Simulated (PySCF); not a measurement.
Species: C₄H₄F₄O₂.
SMILES: `F[C@@H]1CO[C@@H]1OC(F)(F)F`

A PySCF run (density fitting, gas phase, GFN2-xTB geometry) gave HOMO -8.75 eV, LUMO 0.96 eV, dipole 3.60 D and E = -703.852 Eh.

Task: Which of these levels was it?
A. PBE0/pcSseg-1
B. PBE0/def2-SVPD
C. PBE0/MINI

Result: A. It is PBE0/pcSseg-1. All candidates on this geometry:

```
level and settings           kind  basis functions  SCF cycles     E (Eh)  HOMO (eV)  LUMO (eV)  dipole (D)
    PBE0/def2-SVPD  global hybrid              250          14  -703.4282      -8.87       0.36        3.54
     PBE0/pcSseg-1  global hybrid              190          14  -703.8525      -8.75       0.96        3.60
         PBE0/MINI  global hybrid               54          13  -698.9587      -9.40       1.20        3.00
```

The nearest other candidate, by the summed differences of HOMO and LUMO, is PBE0/def2-SVPD: its HOMO differs by -0.12 eV and its LUMO by -0.60 eV. Cycle counts include a coarse-grid stage where the run had one.

Conformer computed: `[F:1][C@@H:2]1[CH2:3][O:4][C@@H:5]1[O:6][C:7]([F:8])([F:9])[F:10]`: O4–C5–O6–C7 79°, C5–O6–C7–F8 -64°.
